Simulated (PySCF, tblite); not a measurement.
Isomers of [C5H8O3]+ (charge +1 and doublet state), one GFN2-xTB conformer each. Single-point energies are computed at B3LYP/pcH-1 (PySCF, gas phase, no added dispersion term), electronic only. GFN2-xTB treats the open shell by occupation alone, and not every SCF solution was tested for stability.

Question: Rank them by B3LYP/pcH-1 energy, lowest first (kcal/mol).
A. `[CH3:1][CH2:2][C@@H:3]1[CH2:4][O:5][C:6](=[O+:7])[O:8]1` (charge +1 and doublet state) with C1–C2–C3–C4 173°, C2–C3–C4–O5 -112°, C3–C4–O5–C6 -5°, C4–O5–C6–O7 177°, O5–C6–O8–C3 10°
B. `[O+:1]=[CH:2][O:3][CH2:4][C@H:5]1[CH2:6][CH2:7][O:8]1` (charge +1 and doublet state) with O1–C2–O3–C4 -6°, C2–O3–C4–C5 27°, O3–C4–C5–C6 96°

Answer: A (0.0), B (4.5).

As drawn, the higher has a four-membered ring, which the lower lacks. Neighbours under 5.0 kcal/mol apart (CC[C@@H]1COC(=[O+])O1 and [O+]=COC[C@H]1CCO1) can change places with a better method, another conformer or zero-point energy. GFN2-xTB itself gives, in the same order: 0.0, 16.4. Both levels put the same isomer lowest.

Question: What happens when harmonic zero-point energies from GFN2-xTB frequencies are added?

Answer: 
```tsv
SMILES	ZPE (kcal/mol)	electronic (kcal/mol)	with ZPE (kcal/mol)
CC[C@@H]1COC(=[O+])O1	76.0	0.0	0.0
[O+]=COC[C@H]1CCO1	77.0	4.5	5.6
```

The zero-point energies span 1.0 kcal/mol. The order is unchanged.
